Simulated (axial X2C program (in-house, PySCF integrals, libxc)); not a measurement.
## Bond lengths and stretching modes, held linear, of HGeF

Computed with an in-house all-electron X2C program for linear molecules (integrals from PySCF): two-component X2C with atomic mean-field Coulomb and Gaunt terms, Gaussian nuclei, basis H dyall-v3z, Ge dyall-v3z, F dyall-av3z with contracted cores. Spin-free rows use the one-electron spin-free X2C Hamiltonian.

Masses H 1.008, Ge 73.921, F 18.998 u. States: 2c Ω = 2 (beyond evenly filled blocks: ω = 1/2, ω = 3/2); spin-free M_S = 1, Λ = 1 (beyond evenly filled blocks: σα, π+α).

PBE0, 2c: energies above the lowest point

```json
{"r(H–Ge) (Å)": "1.7745", "r(Ge–F) (Å)": "1.7433", "E (meV)": "25.53"}
{"r(H–Ge) (Å)": "1.7745", "r(Ge–F) (Å)": "1.7880", "E (meV)": "3.53"}
{"r(H–Ge) (Å)": "1.7745", "r(Ge–F) (Å)": "1.8327", "E (meV)": "20.33"}
{"r(H–Ge) (Å)": "1.8200", "r(Ge–F) (Å)": "1.7433", "E (meV)": "18.74"}
{"r(H–Ge) (Å)": "1.8200", "r(Ge–F) (Å)": "1.7880", "E (meV)": "0.00"}
{"r(H–Ge) (Å)": "1.8200", "r(Ge–F) (Å)": "1.8327", "E (meV)": "20.18"}
{"r(H–Ge) (Å)": "1.8200", "r(Ge–F) (Å)": "1.8774", "E (meV)": "70.47"}
{"r(H–Ge) (Å)": "1.8655", "r(Ge–F) (Å)": "1.7433", "E (meV)": "16.98"}
{"r(H–Ge) (Å)": "1.8655", "r(Ge–F) (Å)": "1.7880", "E (meV)": "1.28"}
{"r(H–Ge) (Å)": "1.8655", "r(Ge–F) (Å)": "1.8327", "E (meV)": "24.62"}
{"r(H–Ge) (Å)": "1.9110", "r(Ge–F) (Å)": "1.7880", "E (meV)": "5.70"}
{"r(H–Ge) (Å)": "1.9110", "r(Ge–F) (Å)": "1.8774", "E (meV)": "88.56"}
```

Question: Fit a quadratic surface with cubic terms in each bond: where is the minimum, and what are the two stretching wavenumbers?

Answer: At PBE0, 2c: bonds 1.830 and 1.785 Å; harmonic stretches 567.3 and 774.7 cm⁻¹; force constants 0.338, 3.17 and coupling 0.25 mdyn/Å.

The other levels and Hamiltonians give:

| Hamiltonian | level | r(H–Ge) (Å) | r(Ge–F) (Å) | lower stretch (cm⁻¹) | upper stretch (cm⁻¹) |
| --- | --- | --- | --- | --- | --- |
| 2c | LDA | 1.802 | 1.785 | 575.6 | 926.7 |
| spin-free | PBE0 | 1.828 | 1.785 | 567.8 | 780.7 |
| spin-free | LDA | 1.800 | 1.785 | 575.2 | 929.3 |

Each state is one determinant, the lowest of a limited PBE0 search; the stretches come from a fit to these few points and carry an uncertainty of a few per cent. Other orders of the atoms were not compared. Left out for rough or failed fits: HF 2c, MP2 2c, HF spin-free, MP2 spin-free. The molecule was held linear; bending was not examined, so a bent shape may lie lower. Open-shell Ω = 0 determinants with evenly filled partner blocks cannot be reached by this program, so the Ω shown need not be the lowest component. Note: functional without a current term on a determinant with orbital currents, of the molecule or an atom. Note: several unpaired electrons, one determinant need not be a pure state.
